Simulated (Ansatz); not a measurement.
Bi₂F₆, relaxed as a singlet with RKS PBE-D4/def2-SVP in Ansatz, starting from the GFN1-xTB geometry. Force threshold 0.02 eV/Å.

In the def2 sets Bi takes a core potential; there is no spin–orbit coupling. The structure comes from a short search, and lower isomers may exist.

Start:

```xyz
8

Bi   -0.299    1.472    0.020
Bi   -0.580   -1.880   -0.016
F    -0.952   -0.484   -1.476
F     0.190    2.122    1.858
F     1.525    1.937   -0.717
F     0.819   -0.410    0.540
F    -1.605   -0.188    0.990
F     0.903   -2.569   -1.199
```

```csv
step,energy (eV),largest force component (eV/Å),SCF passes
1,-27960.2395,1.741,21
2,-27960.3838,1.052,21
3,-27960.4472,0.169,21
4 (rejected),-27960.4357,0.598,27
5,-27960.4622,0.044,21
6 (rejected),-27960.4593,0.193,22
7,-27960.4632,0.025,21
8,-27960.4635,0.005,21
```

Force components are those of the run's own axes.

End:

| atom | x (Å) | y (Å) | z (Å) |
| --- | --- | --- | --- |
| Bi1 | -0.2938 | 1.5519 | 0.1120 |
| Bi2 | -0.6041 | -1.9108 | -0.0767 |
| F3 | -0.9287 | -0.4987 | -1.5882 |
| F4 | 0.2199 | 2.1924 | 1.9878 |
| F5 | 1.4855 | 2.0926 | -0.7748 |
| F6 | 0.8580 | -0.4071 | 0.4932 |
| F7 | -1.6381 | -0.1898 | 0.9966 |
| F8 | 0.9014 | -2.8305 | -1.1499 |

By distances, no bond broke or formed. The bond that changes most is Bi2–F6, from 2.10 to 2.17 Å (atoms count from 1). The end is the same structure that another start reached.

No frequencies were taken in this run, so the end may be a saddle point.

Hardware: 4 threads of Arm Neoverse V1 on a shared host. Wall time 11 s.
